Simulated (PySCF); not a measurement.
# One molecule, several mistakes: Al2CH7N

All numbers below are calculated, not measured. They come from PySCF 2.14.0, an open-source quantum chemistry program, on an isolated molecule that a program drew, which may never have been made. The molecule is Al2CH7N (charge 0, singlet), drawn as the SMILES string `[NH2][AlH][CH2][AlH2]`.

Each row is a Hartree-Fock (HF) and frozen-core CCSD(T) single point in the cc-pV(D+d)Z basis, meant for a local HF minimum. Run 1 is clean. Each other run has one planted mistake out of seven kinds, and not every kind appears here: one electron removed, one electron added, multiplicity raised by two, geometry at a saddle point, minimal basis STO-3G, one bond length entered in bohr, all coordinates scaled. The reference is restricted for singlets and unrestricted otherwise, and also for a bond in bohr. Adding or removing an electron swaps singlet and doublet. Electrons count all cores. HOMO and LUMO are orbital energies over both spins, the gradient is its largest component, and the lowest frequency (negative if imaginary) is given only where the gradient is small. Bond lengths are over the 10 bonds as drawn. T1 is the CCSD diagnostic: over 0.02 (restricted) or 0.045 (unrestricted) a single reference is doubtful.

Geometry of the clean run:
```xyz
11
Al2CH7N, angstrom
N    -0.7804    1.8176   -2.1853
Al   -1.1094    0.4063   -1.1735
C     0.1608   -0.1356    0.2099
Al    0.0675    0.7147    1.9581
H    -1.3903    2.1563   -2.9061
H     0.0454    2.3862   -2.1549
H    -2.4765   -0.3512   -1.4195
H     0.0242   -1.2180    0.3469
H     1.1688    0.0396   -0.1938
H     0.9397    2.0009    2.2720
H    -0.8982    0.1544    3.0832
```

| run | electrons | basis functions | <S^2> | HOMO (eV) | LUMO (eV) | gradient (hartree/bohr) | lowest frequency (cm^-1) | mean bond (Å) | longest bond (Å) | T1 | HF (hartree) | CCSD(T) (hartree) | mistake |
|---|---|---|---|---|---|---|---|---|---|---|---|---|---|
| 1 | 46 | 109 | 0.000 | -10.42 | 1.41 | 2.2e-05 | 27 | 1.4627 | 1.955 | 0.0128 | -580.27056 | -580.78820 | no fault |
| 2 | 46 | 35 | 0.000 | -7.53 | 8.84 | 4.0e-02 | - | 1.4627 | 1.955 | 0.0132 | -573.28128 | -573.49244 | minimal basis STO-3G |
| 3 | 45 | 109 | 0.768 | -15.16 | -7.44 | 5.4e-02 | - | 1.4627 | 1.955 | 0.0653 | -579.94423 | -580.43800 | one electron removed |
| 4 | 47 | 109 | 0.764 | 0.58 | 6.32 | 3.2e-02 | - | 1.4627 | 1.955 | 0.0167 | -580.23323 | -580.76788 | ? |

**Which mistake was planted in run 4, and what did it cost?**

It counts 47 electrons, one more than the clean run, at the same geometry and basis. So the mistake is: one electron added. Subtracting run 1 and multiplying by 627.51 kcal/mol a hartree, the energy moved by 23.4 kcal/mol in HF and 12.8 kcal/mol in CCSD(T).

Cautions from the logs. Run 3: T1 is over the limit, so its CCSD(T) energy is less reliable; run 4: the HOMO is above zero, so the electron isn't bound and the energy depends on the basis.
